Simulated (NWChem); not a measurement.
Species: C₂H₅NOSi; SMILES C[SiH2]N=C=O

```xyz
10

Si    -0.5830     1.1122     0.0000
C      1.0023     2.1186     0.0000
N     -0.2034    -0.5822     0.0000
C      0.0347    -1.7665     0.0000
O      0.2734    -2.9257     0.0000
H     -1.4059     1.4018    -1.2240
H     -1.4059     1.4018     1.2240
H      0.7670     3.2028     0.0000
H      1.6111     1.8953    -0.8988
H      1.6111     1.8953     0.8988
```
Atoms are numbered in this order, from 1.

Program: NWChem. Pople sets run with spherical d functions. Structure relaxed at the PBE-D3(BJ)/def2-SVP level. Ions are spin-unrestricted doublets at the neutral geometry; other ion states weren't tried.

Task: Estimate the computed values for PBE/6-31G*. Quantities: vertical ionisation energy, ΔSCF (eV); −ε(HOMO) (eV).

Result: 
```json
{
 "vertical ionisation energy, ΔSCF (eV)": "9.94",
 "−ε(HOMO) (eV)": "6.80"
}
```
